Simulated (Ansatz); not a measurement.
Cost and result for the atomization energy of C₂H₃F₂GeN, SMILES `[CH3][Ge]([F])([F])[C]#N` (9 atoms, 8 bonds).

```xyz
9

C     0.9452   -0.7008    0.6725
Ge   -0.4778    0.4572    0.1353
F    -1.9438    0.0896    0.9494
F    -0.1449    2.0982    0.5146
C    -0.9062    0.4362   -1.7342
N    -1.1139    0.3769   -2.8644
H     0.6853   -1.7320    0.4334
H     1.8586   -0.4236    0.1464
H     1.0976   -0.6017    1.7471
```

The species carries charge 0 and has multiplicity 1. Correlated methods include outer-core shells of Ge, which these sets cover unevenly. Scalar relativity is left out up to krypton. The structure was optimised at the PBE0-D4/def2-TZVP level. Program: Ansatz. All runs use 4 threads of an Arm Neoverse V1 on a shared host. Times are those of one run each, without the atoms' runs, and a repeat can differ threefold. Electronic energies, without spin–orbit coupling; frozen cores. CCSD(T)/CBS adds CCSD(T) − MP2 in def2-TZVPP to the MP2 limit, and its time is that of the two runs behind it. T1 = 0.013. With those shells the extrapolation isn't a true limit. HSE06 is the plane-wave form, built on full-range PBE exchange.

CCSD(T)/CBS is a level of theory with its own doubt, some kJ/mol a heavy atom from the limit and from the frozen cores, so smaller differences don't rank the functionals.

```
                           level  functions  wall time
          LDA (SPW92)/def2-TZVPP        245      1.3 s
            revPBE-D4/def2-TZVPP        245        2 s
              BLYP-D4/def2-TZVPP        245      2.1 s
             BHLYP-D4/def2-TZVPP        245      3.4 s
             HSE06-D4/def2-TZVPP        245      3.7 s
               B2PLYP/def2-TZVPP        245      6.5 s
             PBE-QIDH/def2-TZVPP        245        7 s
               B97M-V/def2-TZVPP        245        8 s
ωB97M-V/def2-TZVPP (with forces)        245       13 s
                CCSD(T)/def2-SVP        117       13 s
                  MP2/def2-QZVPP        464       28 s
              CCSD(T)/def2-TZVPP        245    5.5 min
               CCSD(T)/CBS(def2)          –    5.9 min
```

Question: What atomization energy does each give, and how far from CCSD(T)/CBS? (Estimate.)

Answer: Computed: 
```
                           level  atomization (kcal/mol)  difference from CCSD(T)/CBS  per bond
          LDA (SPW92)/def2-TZVPP                  1026.7                        138.5      17.3
            revPBE-D4/def2-TZVPP                   883.8                         -4.4      -0.5
              BLYP-D4/def2-TZVPP                   890.0                          1.8       0.2
             BHLYP-D4/def2-TZVPP                   843.2                        -45.0      -5.6
             HSE06-D4/def2-TZVPP                   884.1                         -4.1      -0.5
               B2PLYP/def2-TZVPP                   880.4                         -7.8      -1.0
             PBE-QIDH/def2-TZVPP                   880.0                         -8.2      -1.0
               B97M-V/def2-TZVPP                   887.8                         -0.4      -0.1
ωB97M-V/def2-TZVPP (with forces)                   886.1                         -2.1      -0.3
                CCSD(T)/def2-SVP                   834.7                        -53.5      -6.7
                  MP2/def2-QZVPP                   911.0                         22.8       2.8
              CCSD(T)/def2-TZVPP                   866.5                        -21.7      -2.7
               CCSD(T)/CBS(def2)                   888.2                          0.0       0.0
```

From BLYP to BHLYP (50 % exact exchange), in def2-TZVPP and without D4, the atomization energy moves by −42.8 kcal/mol: exact exchange takes away binding that semilocal exchange gives to molecules. In def2-TZVPP, CCSD(T) changes the Hartree–Fock value by +249.7 kcal/mol (the triples alone add +18.7 kcal/mol) and MP2 by +281.2 kcal/mol; breaking electron pairs costs correlation energy, which Hartree–Fock lacks. The D4 term adds +7.0 kcal/mol with B3LYP and +3.7 kcal/mol with PBE0; it sums over pairs of atoms, weighted by their polarisabilities, and B3LYP, whose exchange is more repulsive, gets the larger term.

B3LYP here is the variant with VWN-RPA as its local correlation; programs differ in this.
